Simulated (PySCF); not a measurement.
**Broadened absorption spectrum of C13H20**

Compound: C13H20.
SMILES: `C1=C[C@@H]2CC[C@H]1C[C@@H]2C1CCCC1`

The calculation used TDDFT CAM-B3LYP/def2-SVPD, vertical, gas phase, core orbitals frozen in the response in PySCF. Geometry: PBE0-D3(BJ)/def2-SVP, one conformer, isolated molecule.

Broadening: Gaussians 0.4 eV wide at half height, area fixed by f = 4.319×10⁻⁹ ∫ε dν̃. The width is an assumption, not a result. The curve ends short of the highest state used, and states not computed would add to its high-energy end.

| λ (nm) | ε (L mol⁻¹ cm⁻¹) |
| --- | --- |
| 166.7 | 621 |
| 167.7 | 715 |
| 168.7 | 834 |
| 169.6 | 974 |
| 170.6 | 1200 |
| 171.6 | 1556 |
| 172.6 | 2117 |
| 173.6 | 2954 |
| 174.5 | 3984 |
| 175.5 | 5435 |
| 176.5 | 7146 |
| 177.5 | 8986 |
| 178.5 | 10766 |
| 179.4 | 12142 |
| 180.4 | 13243 |
| 181.4 | 13759 |
| 182.4 | 13634 |
| 183.4 | 12904 |
| 184.3 | 11821 |
| 185.3 | 10293 |
| 186.3 | 8595 |
| 187.3 | 6894 |
| 188.3 | 5317 |
| 189.2 | 4076 |
| 190.2 | 2929 |
| 191.2 | 2032 |
| 192.2 | 1363 |
| 193.2 | 884 |
| 194.1 | 583 |
| 195.1 | 356 |
| 196.1 | 211 |
| 197.1 | 122 |
| 198.1 | 68 |
| 199.0 | 39 |
| 200.0 | 21 |
| 201.0 | 11 |

(1) Where are the band maxima, and which computed states make them?

(2) Coming from long wavelengths, where does ε first pass 100 L mol⁻¹ cm⁻¹?

(3) Does any computed singlet lie in the visible range?

(4) On this curve, what absorbance would a 10⁻⁵ mol/L sample give at 193 nm over a 1 cm path?

Results:

(1) 182 nm (6.82 eV), ε about 14000, made up of S1 (23%) and S2 (77%) (ε in L mol⁻¹ cm⁻¹; maxima over ε = 5, shares over 10%). The states used: S1 6.77 eV (f 0.049); S2 6.84 eV (f 0.158); S3 7.29 eV (f 0.010); S4 7.58 eV (f 0.0006); S5 7.60 eV (f 0.0005); S6 7.67 eV (f 0.0013); S7 7.85 eV (f 0.0090); S8 7.92 eV (f 0.0018); S9 8.00 eV (f 0.0053); S10 8.04 eV (f 0.0009).

(2) At about 197 nm (6.28 eV), 0.49 eV below S1.

(3) No computed singlet lies in the visible range (380 to 750 nm); the lowest, at 183 nm, stands 3.51 eV above its violet end (3.26 eV).

(4) 193 nm is 6.424 eV, where ε is about 970 L mol⁻¹ cm⁻¹, so A = ε c l ≈ 0.0097 (Beer–Lambert, with the gas-phase spectrum and the assumed width).
